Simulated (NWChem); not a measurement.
System: formate (CHO2 anion); SMILES O=C[O-]

NWChem input:

```
start job
memory heap 200 mb stack 900 mb global 1100 mb
charge -1
geometry units angstroms noautosym nocenter noautoz
  O      1.136013     0.000000    -0.205563
  C      0.000000     0.000000     0.321913
  O     -1.136013     0.000000    -0.205563
  H      0.000000     0.000000     1.466577
end
basis spherical
  * library def2-svp
end
dft
  xc b3lyp
  iterations 150
  mulliken
end
task dft energy
esp
  recalculate
  probe 0.07
  range 0.3
  factor 1.0
  spacing 0.02
end
task esp
```

Sets without diffuse functions describe the anion's extra electron poorly. Coordinates come from a B3LYP/def2-SVPD optimisation. The highest occupied level is positive, so the extra electron may be held by the finite basis.

Atomic charges in e: unrestrained fits to the electrostatic potential beside Mulliken populations; the two definitions need not agree.

Atoms are numbered as in the input.

### Question
Predict the main results of this run. (B3LYP/def2-SVP.) Quantities: ESP O1; Mulliken O1; ESP C2; Mulliken C2; ESP O3; Mulliken O3; relative RMS misfit of the potential (%).

### Answer
```
Item                                      Value
----------------------------------------  -----
ESP O1                                    -0.76
Mulliken O1                               -0.45
ESP C2                                     0.74
Mulliken C2                                0.13
ESP O3                                    -0.76
Mulliken O3                               -0.45
relative RMS misfit of the potential (%)      2
```
